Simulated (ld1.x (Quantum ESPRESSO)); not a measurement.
# cobalt, RRKJ: configuration errors across variants

- Element: Co (Z = 27)
- Generator: ld1.x (Quantum ESPRESSO) 7.5
- Type: norm-conserving RRKJ (Kleinman–Bylander form)
- Functional: PBE
- Relativity: scalar-relativistic
- Frozen core: [Ar]
- Valence charge: 9
- Reference configuration: 3d7 4s1.5 4p0 (charge +0.5)
- Partial waves: 4s (bound): rc 2.50 bohr; 4p (bound, empty): rc 2.45 bohr; 3d (bound): rc 1.30 bohr
- Local potential: all-electron potential smoothed inside 1.15 bohr (lloc = -2)
- Core correction: a·sin(br)/r model core inside 1.00 bohr
- rho0: 0.02

All-electron excitation energies from the reference (eV): (1) 3d7 4s2 4p0 -3.602; (2) 3d7 4s1 4p0 5.428; (3) 3d7 4s0 4p0 22.213; (4) 3d7.5 4s1.5 4p0 -4.563; (5) 3d7 4s0 4p1 10.796; (6) 3d8 4s0 4p0 2.869.

Tests that are not counted but printed errors over 1 eV. “base”: 3d8 4s1 4p0 (pseudo-atom not self-consistent, printed error -177 eV). “local potential all-electron potential smoothed inside 1.22 bohr (lloc = -2)”: 3d7.5 4s1.5 4p0 (solver errors, printed error -778 eV); 3d8 4s1 4p0 (solver errors, printed error +1.8 eV).

A true bound ghost makes a file unfit for plane-wave use even where its test errors are small: the radial tests pick states by their node count and pass the ghost by. Where a test does run into it, the solver fails or the error is huge.

Errors AE − PS in meV (a dash: test not solved or not reliable):

| change | (1) | (2) | (3) | (4) | (5) | (6) | bound ghosts |
| --- | --- | --- | --- | --- | --- | --- | --- |
| base | -2.4 | -3.3 | -19 | +100 | -5.4 | -107 | s |
| local potential all-electron potential smoothed inside 1.22 bohr (lloc = -2) | +5.7 | +7.4 | -19 | – | -5.7 | -110 | s |
| local potential all-electron potential smoothed inside 1.40 bohr (lloc = -2) | +1.1 | -0.2 | -19 | -3.4 | -5.9 | -118 | none |
| local potential all-electron potential smoothed inside 1.64 bohr (lloc = -2) | +0.6 | -0.8 | -19 | -14 | -6.3 | -138 | none |
| local potential all-electron potential smoothed inside 1.96 bohr (lloc = -2) | +0.4 | -1.0 | -20 | -24 | -6.7 | -170 | none |
| local potential all-electron potential smoothed inside 2.18 bohr (lloc = -2) | +0.3 | -1.1 | -20 | -31 | -7.2 | -195 | none |
| local potential all-electron potential smoothed inside 2.46 bohr (lloc = -2) | 0.0 | -1.4 | -22 | -42 | -8.1 | -230 | none |
| local potential all-electron potential smoothed inside 2.60 bohr (lloc = -2) | -0.2 | -1.6 | -23 | -47 | -8.7 | -245 | none |
| local potential all-electron potential smoothed inside 2.88 bohr (lloc = -2) | -0.9 | -2.3 | -25 | -60 | -10 | -274 | none |

Question: Give the same row for: local potential all-electron potential smoothed inside 0.92 bohr (lloc = -2).

Answer: -0.1, -1.5, -19, -20, -1.2, -102; bound ghosts: s.
